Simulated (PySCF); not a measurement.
Gas-phase reaction: ZnF2 + H2 → ZnH2 + F2

Energies from PySCF, thermal terms from the rigid-rotor harmonic-oscillator model, ideal gas at 1 bar. † marks an energy on the PBE0/def2-TZVP geometry and frequencies; other levels use their own. CCSD(T) freezes the core. 6-31G* has spherical d functions here. All species are closed-shell singlets. Zn: all electrons, no relativistic terms. ZnH2: computed as isolated molecules; such fragments, hydroxides, amides, oligomers or adducts are transient or little studied in the gas. CCSD(T) isn't extrapolated to the basis-set limit.

CCSD(T)/def2-TZVPP† gives ΔH°(298 K) = 640 kJ.

### Question
What do ωB97X-V/def2-TZVP†, HF/6-31G*, PBE/def2-TZVP† give?

### Answer
ωB97X-V/def2-TZVP†: 638 kJ; HF/6-31G*: 714 kJ; PBE/def2-TZVP†: 607 kJ. For scale, ΔH°(298 K) is 640 kJ at this level, 633 kJ at ωB97M-V/def2-TZVP†, and runs from 583 to 714 kJ over the 19 levels computed.
